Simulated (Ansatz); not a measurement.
`BN1[SiH2][SiH]1Cl`, charge 0, multiplicity 1.

Task: Give a relaxed structure at PBE0-D4/def2-TZVP (Ansatz). (Best estimate.)

Result: Ansatz gave: 
```xyz
10

B     1.191    1.069    0.712
N     0.225    0.235    0.120
Si   -0.294   -0.325   -1.482
Si   -1.151   -0.760    0.525
Cl   -0.748   -2.467    1.577
H     1.218    1.191    1.905
H     1.974    1.654    0.016
H     0.645   -1.247   -2.164
H    -0.783    0.729   -2.405
H    -2.277   -0.077    1.196
```
This is one stationary point; other conformers may exist.
